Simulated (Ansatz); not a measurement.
Geometry optimisation, Ansatz, RKS BLYP-D4/def2-SVP.

input.yaml

```yaml
crystal:
  periodic: [false, false, false]
  atoms:
    - { symbol: Sn, position_ang: [0.0, 0.0, 0.0] }
    - { symbol: O, position_ang: [0.0, 0.0, 2.31] }
    - { symbol: H, position_ang: [-0.9095, -0.2814, 2.6471] }
    - { symbol: H, position_ang: [1.6408, 0.0, -0.5794] }
    - { symbol: O, position_ang: [-0.9232, 1.5994, -0.6527] }
    - { symbol: H, position_ang: [-1.881, 1.3686, -0.8751] }
    - { symbol: H, position_ang: [-0.8195, -1.4198, -0.5794] }
    - { symbol: O, position_ang: [0.8472, 1.9703, 0.7126] }
    - { symbol: Al, position_ang: [2.2479, 2.147, 1.7968] }
    - { symbol: H, position_ang: [3.104, 0.8989, 2.1748] }
    - { symbol: H, position_ang: [2.6192, 3.5499, 2.369] }
    - { symbol: H, position_ang: [0.5265, 1.2244, 1.8783] }
basis:
  gaussian: { orbitals: def2-SVP }
hamiltonian:
  xc: blyp
  dispersion: d4
relax:
  f_tol: 0.15
  max_steps: 25
  restrain:
    - { distance: [0, 7], at: 3.16, k: 30.0 }
    - { distance: [11, 1], at: 2.21, k: 30.0 }
    - { distance: [0, 1], at: 1.96, k: 30.0 }
    - { distance: [11, 7], at: 1.01, k: 30.0 }
```

Command:

```bash
$ ansatz run input.yaml --threads 4 --pin off --max-ram 5120MiB --backend cpu --events-out ev --progress --plain --runs-dir out
```

**Question.** Where does it end, and by what steps?

**Answer.** The run converged. The restraints hold the end off the free minimum. After 14 steps the energy has fallen by 2.406 eV (the restraints' own energy left out); H11 moved furthest, 1.49 Å. Parted: Sn1–O8 (2.26 → 3.16 Å). Joined: O8–H12 (1.42 → 0.99 Å).

| step | energy less start (eV) | largest force component (eV/Å) | accepted |
| --- | --- | --- | --- |
| 0 | 0.0000 | 4.409 | yes |
| 1 | -0.5006 | 3.176 | yes |
| 2 | -0.7560 | 3.803 | yes |
| 3 | -1.3094 | 2.174 | yes |
| 4 | -1.8381 | 1.176 | yes |
| 5 | -2.0387 | 1.249 | yes |
| 6 | -2.1713 | 1.308 | yes |
| 7 | -2.2152 | 1.240 | yes |
| 8 | -2.2845 | 1.005 | yes |
| 9 | -2.3219 | 0.956 | yes |
| 10 | -2.3465 | 0.948 | yes |
| 11 | -2.3683 | 0.914 | yes |
| 12 | -2.3843 | 0.898 | yes |
| 13 | -2.3894 | 0.918 | yes |
| 14 | -2.4061 | 0.955 | yes |

```xyz
12
Properties=species:S:1:pos:R:3
Sn -0.154 -0.106 -0.114
O -0.327 -0.405 1.844
H -1.219 -0.724 2.082
H 1.507 0.185 -0.411
O -1.273 1.471 -0.694
H -2.099 1.126 -1.093
H -0.825 -1.519 -0.890
O 0.968 2.174 1.765
Al 2.662 2.359 2.054
H 3.385 1.502 3.186
H 3.401 3.398 1.111
H 0.426 1.597 2.361
```

Time of the run: 24 s on 4 threads of Arm Neoverse V1, on a shared host, peak memory 0.18 GiB.
